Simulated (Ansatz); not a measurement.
Geometry optimisation, RKS revPBE-D4/def2-SVP (Ansatz 0.2.0).

The input (input.yaml):

```yaml
crystal:
  periodic: [false, false, false]
  atoms:
    - { symbol: B, position_ang: [-0.252174, 0.574185, -0.45338] }
    - { symbol: "N", position_ang: [-0.278434, -0.024747, 2.232658] }
    - { symbol: H, position_ang: [-0.693883, -0.054112, 3.174923] }
    - { symbol: H, position_ang: [0.662045, -0.432834, 2.339356] }
    - { symbol: F, position_ang: [0.947445, -0.056043, -0.447202] }
    - { symbol: "N", position_ang: [-1.363119, -0.064063, -1.070646] }
    - { symbol: H, position_ang: [-1.306651, -1.063063, -1.266852] }
    - { symbol: H, position_ang: [-2.321708, 0.264959, -0.968764] }
    - { symbol: O, position_ang: [-0.241026, 1.888809, 0.023408] }
    - { symbol: H, position_ang: [-1.118409, 2.299859, -0.047676] }
    - { symbol: H, position_ang: [-0.094187, 0.984051, 2.037977] }
basis:
  gaussian: { orbitals: def2-SVP }
hamiltonian:
  xc: revpbe
  dispersion: d4
relax:
  f_tol: 0.03
  max_steps: 50
output:
  orbitals: {}
```

Run as:

```bash
$ ansatz run input.yaml --threads 2 --pin off --max-ram 3072MiB --backend cpu --events-out ev --progress --plain --runs-dir out
```

Task: Where does it end, and by what steps?

Result: It converged. The force dipped under the threshold on the way, but the program's further checks kept it going. After 11 steps the energy has fallen by 0.026 eV; H11 moved furthest, 0.32 Å.

```csv
step,energy less start (eV),largest force component (eV/Å),accepted
0,0.0000,0.507,yes
1,-0.0154,0.325,yes
2,-0.0181,0.290,yes
3,-0.0212,0.199,yes
4,-0.0232,0.147,yes
5,-0.0229,0.163,no
6,-0.0244,0.033,yes
7,-0.0250,0.026,yes
8,-0.0250,0.115,no
9,-0.0253,0.012,yes
10,-0.0252,0.094,no
11,-0.0255,0.021,yes
```

```xyz
11
Properties=species:S:1:pos:R:3
B -0.253 0.590 -0.494
N -0.350 0.035 2.346
H -0.485 -0.221 3.335
H 0.539 -0.410 2.072
F 0.930 -0.070 -0.377
N -1.352 -0.080 -1.100
H -1.314 -1.090 -1.229
H -2.304 0.278 -1.069
O -0.238 1.915 -0.098
H -1.111 2.330 -0.185
H -0.123 1.040 2.353
```

Whether the end is a true minimum wasn't checked by a vibrational analysis.

Time of the run: 11 s on 2 threads of Intel(R) Xeon(R) 6975P-C (Granite Rapids), on a shared host, peak memory 0.17 GiB.
